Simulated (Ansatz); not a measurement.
Molecule: CH₆BO₂ (charge +1, singlet). It need not be the lowest isomer of its formula. 
Coordinates optimised at B3LYP-D3(BJ)/def2-TZVP (Ansatz, a program for electronic structure):
```xyz
10

C      1.4544    -0.5215    -0.2344
B      0.0903     0.1223     0.0614
O     -0.3485     1.2416     0.6048
O     -1.1232    -0.6699    -0.3460
H      1.5591    -1.4856     0.2736
H      1.5828    -0.7098    -1.3052
H      2.2778     0.1140     0.0901
H      0.2883     1.8890     0.9324
H     -2.0206    -0.3226    -0.1888
H     -1.0918    -1.5410    -0.7735
```
Charge +1, spin multiplicity 1.

Parts of the frozen-core correlation energy in cc-pVQZ (Ansatz, hartree). Frozen orbitals: 4; correlated occupied orbitals by spin: 12 and 12; virtual: 384 and 384. No spin-orbit coupling. Non-relativistic.

| term | value |
|---|---|
| reference (HF) | -215.72465 |
| MP2 opposite-spin | … |
| MP2 same-spin | … |
| CCSD correlation | … |
| (T) | -0.02993 |
| T1 diagnostic | 0.011 |
| largest doubles amplitude | 0.026 |

**Question.** Some entries are withheld; supply them.

**Answer.** 
- MP2 opposite-spin, value: -0.61961
- MP2 same-spin, value: -0.18776
- CCSD correlation, value: -0.82619
